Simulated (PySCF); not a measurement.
## Te: ionisation energy

Te [Kr] 4d10 5s2 5p4 (3P) → Te⁺ [Kr] 4d10 5s2 5p3 (4S), as a difference of total energies. Calculation: PySCF 2.14, in aug-cc-pVDZ-PP with ECP28MDF; scalar relativity through the core potential. Correlated levels: valence: 4s2 4p6 4d10 frozen. The calculations carry no spin-orbit coupling.

```json
{"method": "UHF", "ionisation energy (eV)": "7.702", "error (eV)": "-1.047"}
{"method": "r2SCAN", "ionisation energy (eV)": "8.712", "error (eV)": "-0.037"}
{"method": "M06-2X", "ionisation energy (eV)": "8.451", "error (eV)": "-0.298"}
{"method": "MP2 (valence)", "ionisation energy (eV)": "8.121", "error (eV)": "-0.628"}
{"method": "SCS-MP2 (valence)", "ionisation energy (eV)": "8.134", "error (eV)": "-0.615"}
{"method": "CCSD (valence)", "ionisation energy (eV)": "8.166", "error (eV)": "-0.583"}
{"method": "CCSD(T) (valence)", "ionisation energy (eV)": "8.183", "error (eV)": "-0.566"}
```

Reference: 8.749 eV (measured; NIST levels, between the centres of gravity of the two terms).

Errors of the correlated levels include the incompleteness of this basis and the frozen core.
